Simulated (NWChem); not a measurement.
System: C₄H₄Si; SMILES C#C[SiH2]C#C

```xyz
9

Si     0.0000     0.0000    -0.8400
C      1.5022     0.0000     0.1991
C      2.5074     0.0000     0.8798
C     -1.5022     0.0000     0.1991
C     -2.5074     0.0000     0.8798
H      0.0000    -1.2096    -1.6990
H      0.0000     1.2096    -1.6990
H      3.3907     0.0000     1.4800
H     -3.3907     0.0000     1.4800
```
Atoms are numbered in this order, from 1.

Level: B3LYP/6-31G* (spherical d) (NWChem), optimised geometry, unscaled harmonic frequencies. 

Q: List the harmonic frequencies with IR intensities, and the thermochemistry.

A: 
| frequency (cm⁻¹) | IR intensity (km/mol) |
|---|---|
| 102 | 0.7 |
| 228 | 6.0 |
| 241 | 0.0 |
| 247 | 1.9 |
| 393 | 22.8 |
| 612 | 36.4 |
| 626 | 49.3 |
| 675 | 45.3 |
| 680 | 0.0 |
| 684 | 115.3 |
| 690 | 40.8 |
| 692 | 59.8 |
| 761 | 0.0 |
| 897 | 421.8 |
| 956 | 127.4 |
| 2165 | 68.9 |
| 2165 | 29.6 |
| 2270 | 127.1 |
| 2273 | 105.6 |
| 3480 | 53.5 |
| 3481 | 20.7 |

```json
{
 "zero_point_energy": "34.7 kcal/mol",
 "thermal correction to the enthalpy at 298.15 K (with zero-point energy)": "39.4 kcal/mol",
 "heat capacity Cv": "22.7 cal/(mol K)",
 "entropy at 298.15 K and 1 atm (symmetry number 2)": "77.0 cal/(mol K)",
 "dipole_moment": "0.70 D"
}
```

Rigid rotor and harmonic oscillator.
